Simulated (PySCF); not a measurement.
C3H7O2, SMILES OC(C)C[O], multiplicity 2. The structure is a stationary point at ωB97X-D3(BJ)/def2-SVP. The isomer is the one that the SMILES or the coordinates give; other isomers of the formula were not compared. Other conformers were not sampled.

These are ωB97X-D3(BJ)/def2-SVP (PySCF) values and carry that method's errors.

Harmonic wavenumbers (cm⁻¹): 120, 244, 270, 277, 381, 431, 527, 548, 871, 968, 999, 1089, 1131, 1178, 1200, 1264, 1320, 1372, 1377, 1427, 1437, 1475, 1491, 2947, 3002, 3025, 3061, 3153, 3176, 3897. Rotational constants (GHz): 8.074, 3.837, 2.834; symmetry number 1.

Problem. Work out the zero-point energy and the ideal-gas rigid-rotor harmonic-oscillator thermochemistry at 298.15 K and 1 atm.

Solution. ZPE = ½ Σ hcν = ½ × 43659 cm⁻¹ = 62.41 kcal/mol. H − E(el) = 66.91 kcal/mol. Entropy in cal/(mol K): translation 38.86, rotation 25.71, vibration 11.76, spin 1.38, total 77.71. G − E(el) = 43.74 kcal/mol. Cp = 23.53 cal/(mol K). Modes under 150 cm⁻¹ make the vibrational entropy uncertain.
